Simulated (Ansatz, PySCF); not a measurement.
Complex: CH4 (SMILES C) (first 5 atoms) with CH6Si (SMILES C[SiH3]); geometry from B3LYP-D3(BJ)/def2-TZVP, rigid monomers moved along the line of their centres of mass till C1···Si7 is 3.53 Å.
(charge 0, multiplicity 1):
```json
[
 {"atom": "C", "x (Å)": "-0.0874", "y (Å)": "0.0124", "z (Å)": "0.3210"},
 {"atom": "H", "x (Å)": "-0.3336", "y (Å)": "-0.4011", "z (Å)": "-0.6560"},
 {"atom": "H", "x (Å)": "0.5725", "y (Å)": "-0.6746", "z (Å)": "0.8487"},
 {"atom": "H", "x (Å)": "0.4121", "y (Å)": "0.9719", "z (Å)": "0.1923"},
 {"atom": "H", "x (Å)": "-1.0019", "y (Å)": "0.1511", "z (Å)": "0.8959"},
 {"atom": "C", "x (Å)": "0.5704", "y (Å)": "1.1407", "z (Å)": "3.5843"},
 {"atom": "Si", "x (Å)": "-0.2327", "y (Å)": "-0.5393", "z (Å)": "3.8074"},
 {"atom": "H", "x (Å)": "0.6576", "y (Å)": "1.3918", "z (Å)": "2.5264"},
 {"atom": "H", "x (Å)": "1.5713", "y (Å)": "1.1532", "z (Å)": "4.0198"},
 {"atom": "H", "x (Å)": "-0.0189", "y (Å)": "1.9202", "z (Å)": "4.0707"},
 {"atom": "H", "x (Å)": "-1.5939", "y (Å)": "-0.5532", "z (Å)": "3.2189"},
 {"atom": "H", "x (Å)": "-0.3467", "y (Å)": "-0.8741", "z (Å)": "5.2484"},
 {"atom": "H", "x (Å)": "0.5703", "y (Å)": "-1.5972", "z (Å)": "3.1475"}
]
```

Interaction energies are E(AB) − E(A) − E(B) at the monomers' geometry in the complex; basis-set methods are counterpoise corrected.

Frozen-core correlation.

The values were computed with Ansatz (a program for electronic structure); PySCF for the dispersion terms. Values without a source in brackets are computed.

PBE/def2-TZVPPD gives 4.0 kJ/mol for the interaction energy.

Predict the shift from PBE, with its sign, for: PBE-D3(BJ)/def2-TZVPPD, r2SCAN/def2-TZVPPD, PBE0/def2-TZVPPD, wB97M-V/def2-TZVPPD, MP2/aug-cc-pV(D+d)Z, CCSD(T)/aug-cc-pV(D+d)Z.

PBE-D3(BJ)/def2-TZVPPD -6.5; r2SCAN/def2-TZVPPD -2.6; PBE0/def2-TZVPPD -0.2; wB97M-V/def2-TZVPPD -5.6; MP2/aug-cc-pV(D+d)Z -2.9; CCSD(T)/aug-cc-pV(D+d)Z -3.0 kJ/mol. 0 of 6 lie above PBE; the widest gap is to PBE-D3(BJ)/def2-TZVPPD.
